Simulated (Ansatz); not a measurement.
Cost and result for the atomization energy of `F/C=C(F)/C(F)=C/F` (10 atoms, 9 bonds).

Cartesian coordinates in Å:
```
F -0.369 -0.784 2.851
C -0.008 -0.930 1.583
C -0.184 0.045 0.698
F -0.731 1.207 1.057
C 0.184 -0.045 -0.698
F 0.731 -1.207 -1.057
C 0.008 0.930 -1.583
F 0.369 0.784 -2.851
H 0.430 -1.885 1.332
H -0.430 1.885 -1.332
```

Charge 0, multiplicity 1. Geometry: relaxed with PBE0-D4/def2-TZVP. It is one conformer, not always the lowest. Program: Ansatz. All runs use 4 threads of an Arm Neoverse V2 on a shared host. Times are those of one run each, without the atoms' runs, and a repeat can differ threefold. Electronic energies, without spin–orbit coupling; frozen cores. CCSD(T)/CBS adds CCSD(T) − MP2 in def2-TZVPP to the MP2 limit, and its time is that of the two runs behind it. T1 = 0.013; the RHF reference is unstable towards UHF. B3LYP takes the VWN-RPA correlation (the form of Gaussian; ORCA's B3LYP/G). HSE06 is the plane-wave form, built on full-range PBE exchange.

CCSD(T)/CBS is a level of theory with its own doubt, some kJ/mol a heavy atom from the limit and from the frozen cores, so smaller differences don't rank the functionals.

| level | functions | wall time |
| --- | --- | --- |
| revPBE-D4/def2-TZVPP | 276 | 2.6 s |
| BLYP-D4/def2-TZVPP | 276 | 2.7 s |
| PBE0-D4/def2-TZVPP | 276 | 3.9 s |
| HSE06-D4/def2-TZVPP | 276 | 4.4 s |
| CAM-B3LYP-D4/def2-TZVPP | 276 | 4.7 s |
| B3LYP-D4/def2-TZVPP (with forces) | 276 | 6.5 s |
| r2SCANh-D4/def2-TZVPP | 276 | 7.5 s |
| B97M-V/def2-TZVPP | 276 | 11 s |
| ωB97M-V/def2-TZVPP (with forces) | 276 | 15 s |
| CCSD(T)/def2-SVP | 122 | 23 s |
| MP2/def2-QZVPP | 516 | 40 s |
| CCSD(T)/def2-TZVPP | 276 | 11 min |
| CCSD(T)/CBS(def2) | – | 12 min |

Question: What atomization energy does each give, and how far from CCSD(T)/CBS? (Estimate.)

Answer: The calculation gave: 
```json
{"level": "revPBE-D4/def2-TZVPP", "atomization (kJ/mol)": "4411.1", "difference from CCSD(T)/CBS": "90.3", "per bond": "10.0"}
{"level": "BLYP-D4/def2-TZVPP", "atomization (kJ/mol)": "4397.6", "difference from CCSD(T)/CBS": "76.8", "per bond": "8.5"}
{"level": "PBE0-D4/def2-TZVPP", "atomization (kJ/mol)": "4402.0", "difference from CCSD(T)/CBS": "81.2", "per bond": "9.0"}
{"level": "HSE06-D4/def2-TZVPP", "atomization (kJ/mol)": "4408.0", "difference from CCSD(T)/CBS": "87.2", "per bond": "9.7"}
{"level": "CAM-B3LYP-D4/def2-TZVPP", "atomization (kJ/mol)": "4369.8", "difference from CCSD(T)/CBS": "49.0", "per bond": "5.4"}
{"level": "B3LYP-D4/def2-TZVPP (with forces)", "atomization (kJ/mol)": "4333.6", "difference from CCSD(T)/CBS": "12.8", "per bond": "1.4"}
{"level": "r2SCANh-D4/def2-TZVPP", "atomization (kJ/mol)": "4325.2", "difference from CCSD(T)/CBS": "4.4", "per bond": "0.5"}
{"level": "B97M-V/def2-TZVPP", "atomization (kJ/mol)": "4355.9", "difference from CCSD(T)/CBS": "35.1", "per bond": "3.9"}
{"level": "ωB97M-V/def2-TZVPP (with forces)", "atomization (kJ/mol)": "4353.1", "difference from CCSD(T)/CBS": "32.3", "per bond": "3.6"}
{"level": "CCSD(T)/def2-SVP", "atomization (kJ/mol)": "4124.6", "difference from CCSD(T)/CBS": "-196.2", "per bond": "-21.8"}
{"level": "MP2/def2-QZVPP", "atomization (kJ/mol)": "4457.3", "difference from CCSD(T)/CBS": "136.5", "per bond": "15.2"}
{"level": "CCSD(T)/def2-TZVPP", "atomization (kJ/mol)": "4197.7", "difference from CCSD(T)/CBS": "-123.1", "per bond": "-13.7"}
{"level": "CCSD(T)/CBS(def2)", "atomization (kJ/mol)": "4320.8", "difference from CCSD(T)/CBS": "0.0", "per bond": "0.0"}
```

In def2-TZVPP, CCSD(T) changes the Hartree–Fock value by +1240.2 kJ/mol (the triples alone add +104.2 kJ/mol) and MP2 by +1426.5 kJ/mol; breaking electron pairs costs correlation energy, which Hartree–Fock lacks. From PBE to PBE0 (25 % exact exchange), in def2-TZVPP and without D4, the atomization energy moves by −181.7 kJ/mol: exact exchange takes away binding that semilocal exchange gives to molecules. Leaving LDA and LC-ωPBE aside and taking each functional with its dispersion term where it has one, the values, not all of them listed here, spread over 494.2 kJ/mol, from BHLYP-D4 to PBE-D4. LDA lies +706.2 kJ/mol from PBE without D4, its usual overbinding.
